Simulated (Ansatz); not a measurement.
Species: GeH$_{2}$, charge 1, doublet. GeH2+ (parent SMILES [GeH2], doublet).
B3LYP-D3(BJ)/def2-TZVP minimum from Ansatz (a quantum-chemistry and plane-wave program):
```
Ge
H 1 1.5594
H 1 1.5594 2 120.35
```
Charge +1, spin multiplicity 2.

Total energies in aug-cc-pVTZ, 5 correlated electrons, 14 frozen orbitals. Radicals and triplets start from unrestricted determinants; spin-orbit coupling is neglected. Cores are frozen in correlated methods (noble-gas shells, and filled d and f shells in the p block). No relativity. The spin of H2Ge+ (parent SMILES [GeH2], doublet) was assumed, and the state is the lowest solution found for it.

```json
[
 {"method": "HF", "program": "Ansatz", "energy (Eh)": "-2076.22533", "minus CCSDT(Q) (mEh)": "95.94"},
 {"method": "MP2", "program": "Ansatz", "energy (Eh)": "-2076.29926", "minus CCSDT(Q) (mEh)": "22.02"},
 {"method": "CCSD", "program": "Ansatz", "energy (Eh)": "-2076.31874", "minus CCSDT(Q) (mEh)": "2.54"},
 {"method": "CCSD(T)", "program": "Ansatz", "energy (Eh)": "-2076.32069", "minus CCSDT(Q) (mEh)": "0.59"},
 {"method": "CCSDT(Q)", "program": "Ansatz", "energy (Eh)": "-2076.32127", "minus CCSDT(Q) (mEh)": "0.00"}
]
```

Rough core times of Ansatz's runs on a shared machine: CCSD(T) under 20 s, CCSDT(Q) 2 min.
